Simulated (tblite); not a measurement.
C₃H₆O₄Si.
Geometry (GFN2-xTB, Å), atoms numbered from 1 in this order:
```xyz
14
C3H6O4Si angstrom
C     -1.721   -0.458   -1.422
C     -0.705   -0.235   -0.583
O      0.499   -0.773   -0.755
Si     1.870   -0.801    0.159
O      2.663    0.601    0.297
C     -0.856    0.649    0.600
O      0.045    0.866    1.378
O     -2.064    1.192    0.738
H     -1.594   -1.101   -2.273
H     -2.676    0.003   -1.262
H      1.599   -1.432    1.445
H      2.697   -1.546   -0.769
H      2.332    1.279    0.882
H     -2.089    1.757    1.528
```

Method: GFN2-xTB as coded in tblite; computed harmonic values from a numerical Hessian at the method's own geometry, unscaled. The method is semi-empirical: single wavenumbers can be off by several per cent or more. Modes of hydrogen on silicon can be 10 to 20 % off. One conformer, not necessarily the lowest.

Harmonic wavenumbers (cm⁻¹): 58.3, 63.5, 132.8, 146.6, 219.1, 291.1, 350.5, 361.5, 389.7, 466.9, 565.3, 597.5, 622.8, 648.1, 677.2, 690.6, 753.2, 767.3, 792.0, 826.0, 835.2, 866.7, 923.9, 1030.4, 1135.8, 1223.6, 1313.8, 1365.8, 1650.3, 1747.4, 2291.4, 2390.5, 3132.7, 3179.1, 3427.0, 3638.4.

A = 3040, B = 1301, C = 974.6 MHz; mass 134.004 u (most abundant isotopes); point group C1, symmetry number 1.

Q: Zero-point energy?

A: ½Σν̃ = 19786 cm⁻¹ = 236.69 kJ/mol.

Q: Give the ideal-gas entropy at 298.15 K and 1 bar in the rigid-rotor, harmonic-oscillator model (classical rotation).

A: Translation 169.94, rotation 120.55, vibration 108.49: S = 399.0 J/(mol K).

Q: And Cp and H(298.15 K) − H(0)?

A: Cp = 152.27 J/(mol K), of which vibrations give 119.01 (their classical limit is 36 R = 299.3); H(298.15 K) − H(0) = 27.40 kJ/mol without the zero-point energy, 17.48 from vibrations.

Q: Blend soft modes into free rotors: weight 1/[1 + (100 cm⁻¹/ν̃)⁴] for the oscillator and the rest for a rotor with moment μB/(μ + B), μ = h/(8π²ν), B = 10⁻⁴⁴ kg m². What vibrational entropy results?

A: 100.11 J/(mol K) in place of 108.49, which changes −T·S at 298.15 K by +2.50 kJ/mol.

Q: Which modes carry the vibrational entropy at 298.15 K?

A: 58.3 cm⁻¹: 18.89; 63.5 cm⁻¹: 18.18; 132.8 cm⁻¹: 12.15; 146.6 cm⁻¹: 11.36; 219.1 cm⁻¹: 8.23; 291.1 cm⁻¹: 6.14 J/(mol K); the other 30 give 33.54 together.

Hindered rotation and anharmonicity are outside this model. Other conformers, if any are populated, would add a mixing term that is left out. The structure is chiral; the term R ln 2 for an equal mix with its mirror image is left out.

Hardware: an Arm Neoverse V1 with one thread, shared host with 32 logical CPUs at a one-minute load of 19. Cost: 0.45 s of wall time. This covers the Hessian and the dipole derivatives.
